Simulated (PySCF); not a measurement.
Compound: BBrFH.
Cartesian coordinates in Å at the PBE0-D3(BJ)/def2-SVP level; atoms count from 1:
```
atom  x, y, z in Å
F1    -0.8433   -0.6302    0.1388
B2    -0.0213    0.3897    0.1342
Br3    1.8551    0.0699    0.1385
H4    -0.4470    1.5140    0.1243
```

Computed with EOM-EE-CCSD/aug-cc-pVDZ in PySCF, restricted Hartree–Fock reference, 11 core orbitals frozen, non-relativistic, gas phase, PBE0-D3(BJ)/def2-SVP geometry.

Task: Give the EOM-CCSD singlets and triplets.

Result: 
```json
{"state": "singlet 1", "E (eV)": "6.35", "λ (nm)": "195", "main singles (HF orbitals, share of the singles part)": "HOMO→LUMO+5 62 %, HOMO→LUMO 30 %"}
{"state": "singlet 2", "E (eV)": "7.27", "λ (nm)": "171", "main singles (HF orbitals, share of the singles part)": "HOMO-1→LUMO+5 61 %, HOMO-1→LUMO 30 %"}
{"state": "singlet 3", "E (eV)": "7.35", "λ (nm)": "169", "main singles (HF orbitals, share of the singles part)": "HOMO-2→LUMO+5 60 %, HOMO-2→LUMO 26 %"}
{"state": "singlet 4", "E (eV)": "8.13", "λ (nm)": "153", "main singles (HF orbitals, share of the singles part)": "HOMO→LUMO+1 55 %, HOMO→LUMO+3 20 %, HOMO→LUMO+9 9 %"}
{"state": "triplet 1", "E (eV)": "6.16", "λ (nm)": "201", "main singles (HF orbitals, share of the singles part)": "HOMO→LUMO+5 56 %, HOMO→LUMO 27 %"}
{"state": "triplet 2", "E (eV)": "6.41", "λ (nm)": "193", "main singles (HF orbitals, share of the singles part)": "HOMO-1→LUMO+5 62 %, HOMO-1→LUMO 30 %"}
```

Task: What is the vertical gap between the lowest excited singlet and the lowest triplet?

Result: 6.35 − 6.16 = 0.19 eV (18 kJ/mol). Both are led by HOMO→LUMO+5.

The first EOM-IP-CCSD ionisation energy is 11.33 eV, 3.20 eV above the highest singlet listed and 4.98 eV above the lowest.

T1 diagnostic 0.012. EOM-CCSD puts states of mainly double-excitation character too high. An iterative search for so few roots can pass over a low state.
